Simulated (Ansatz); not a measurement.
Cost and result for the atomization energy of `C[N]([GeH3])[SiH2]F` (13 atoms, 12 bonds).

```
atom   x (Å)   y (Å)   z (Å)
  C1   0.985  -1.169   0.111
  N2   0.097  -0.032  -0.098
 Ge3  -1.709  -0.426  -0.052
 Si4   0.715   1.549  -0.117
  F5   1.000   2.146   1.346
  H6   0.746  -1.988  -0.577
  H7   0.929  -1.560   1.133
  H8   2.024  -0.883  -0.076
  H9  -1.985  -1.474  -1.146
 H10  -2.480   0.874  -0.303
 H11  -2.071  -1.026   1.320
 H12   2.031   1.547  -0.799
 H13  -0.284   2.444  -0.741
```

Total charge 0; spin multiplicity 1. Correlated methods include outer-core shells of Ge, which these sets cover unevenly. Scalar relativity is left out up to krypton. All single points use the PBE0-D4/def2-TZVP geometry. It is one conformer, not always the lowest. Program: Ansatz. All runs use 2 threads of an AMD EPYC 7R13 on a shared host and a share of an NVIDIA H100 80 GB. Times are those of one run each, without the atoms' runs, and a repeat can differ threefold. Electronic energies, without spin–orbit coupling; frozen cores. CCSD(T)/CBS adds CCSD(T) − MP2 in def2-TZVPP to the MP2 limit, and its time is that of the two runs behind it. T1 = 0.012. With those shells the extrapolation isn't a true limit. B3LYP takes the VWN-RPA correlation (the form of Gaussian; ORCA's B3LYP/G).

CCSD(T)/CBS is a level of theory with its own doubt, some kJ/mol a heavy atom from the limit and from the frozen cores, so smaller differences don't rank the functionals.

```csv
level,functions,wall time
B3LYP-D4/def2-TZVPP (with forces),295,5 s
PBE-D4/def2-TZVPP (with forces),295,7 s
LDA (SPW92)/def2-TZVPP,295,7.5 s
r2SCANh-D4/def2-TZVPP,295,8 s
BLYP-D4/def2-TZVPP,295,8 s
revPBE-D4/def2-TZVPP,295,9.5 s
PBE0-D4/def2-TZVPP,295,11 s
CCSD(T)/def2-SVP,132,11 s
CCSD(T)/def2-TZVPP,295,12 s
B2PLYP/def2-TZVPP,295,15 s
ωB97X-V/def2-TZVPP,295,17 s
MP2/def2-QZVPP,570,22 s
CCSD(T)/CBS(def2),–,33 s
```

Task: What atomization energy does each give, and how far from CCSD(T)/CBS? (An estimate is asked.)

Result: Ansatz gave: 
```tsv
level	atomization (kJ/mol)	difference from CCSD(T)/CBS	per bond
B3LYP-D4/def2-TZVPP (with forces)	4393.6	-24.4	-2.0
PBE-D4/def2-TZVPP (with forces)	4411.8	-6.2	-0.5
LDA (SPW92)/def2-TZVPP	4970.4	552.4	46.0
r2SCANh-D4/def2-TZVPP	4365.0	-53.0	-4.4
BLYP-D4/def2-TZVPP	4370.8	-47.2	-3.9
revPBE-D4/def2-TZVPP	4317.6	-100.4	-8.4
PBE0-D4/def2-TZVPP	4358.7	-59.3	-4.9
CCSD(T)/def2-SVP	4119.5	-298.5	-24.9
CCSD(T)/def2-TZVPP	4308.4	-109.6	-9.1
B2PLYP/def2-TZVPP	4349.1	-68.9	-5.7
ωB97X-V/def2-TZVPP	4428.5	10.5	0.9
MP2/def2-QZVPP	4404.7	-13.3	-1.1
CCSD(T)/CBS(def2)	4418.0	0.0	0.0
```

At CCSD(T), def2-SVP lies −298.5 kJ/mol from the extrapolated value and def2-TZVPP −109.6 kJ/mol: correlation converges slowly with the basis, and small sets miss more of it in the bonded molecule than in its fragments. From BLYP to BHLYP (50 % exact exchange), in def2-TZVPP and without D4, the atomization energy moves by −43.3 kJ/mol: exact exchange takes away binding that semilocal exchange gives to molecules. In def2-TZVPP, CCSD(T) changes the Hartree–Fock value by +1092.6 kJ/mol (the triples alone add +54.1 kJ/mol) and MP2 by +1123.0 kJ/mol; breaking electron pairs costs correlation energy, which Hartree–Fock lacks.
